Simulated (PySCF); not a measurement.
Computed shifts of a molecule C3H7BO2, KT2/pcSseg-1 run with PySCF, GIAO, gas phase, equivalent atoms averaged, in ppm (number of nuclei): ¹³C: 78.9 (1), 60.8 (1), 20.0 (1). ¹H: 5.27 (2), 4.16 (1), 4.07 (1), 1.92 (2), 0.48 (1). References: ¹⁷O against H2O (σ = 330.4 ppm); ¹³C against TMS (σ = 185.1 ppm); ¹¹B against BF3 (σ = 89.8 ppm); ¹H against TMS (σ = 31.47 ppm), references at their B3LYP-D3(BJ)/def2-TZVP geometries, non-relativistic. The structure is a stationary point at B3LYP-D3(BJ)/def2-SVP. Other conformers were not sampled.

### Question
Which structure fits?
(A) OCB1CCO1
(B) C[C@H]1OCB1O
(C) C[C@@H]1COB1O
(D) CB(C=O)CO

### Answer
A, OCB1CCO1
